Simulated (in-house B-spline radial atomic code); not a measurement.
Cl⁴⁺: [Ne] 3s2 7p1 (an excited or competing configuration)

Level of theory: Dirac-Hartree-Fock, average of configuration, Fermi nucleus of rms radius 3.3654 fm; calculated with an all-electron radial atomic-structure program (B-spline basis).

Z_r = [3n² - l(l+1)]/(2<r>); Z_e = n√(-2ε); the last column is Slater's effective charge. Values are occupation-weighted means over j.

| shell | electrons | ε (eV) | <r> (bohr) | Z_r | Z_e | Slater |
| --- | --- | --- | --- | --- | --- | --- |
| 1s | 2 | -2950.3 | 0.09081 | 16.52 | 14.73 | 16.70 |
| 2s | 2 | -371.63 | 0.4367 | 13.74 | 10.45 | 12.85 |
| 2p | 6 | -300.62 | 0.4025 | 12.42 | 9.40 | 12.85 |
| 3s | 2 | -92.197 | 1.324 | 10.20 | 7.81 | 7.85 |
| 7p | 1 | -8.367 | 12.03 | 6.03 | 5.49 | 5.00 |

The least bound orbital is 7p3/2 at -8.364 eV, and it is also the most diffuse (<r> = 12.03 bohr).

Spin-orbit splittings of the orbital energies (j = l + 1/2 above j = l - 1/2 when positive): 2p 1.779 eV, 7p 0.008006 eV.

For the 1s electron the small component carries 0.367 % of the norm, the zero-frequency Breit interaction raises the level by 2.114 eV, self-energy by 0.9474 eV, and vacuum polarisation lowers it by 0.06451 eV.
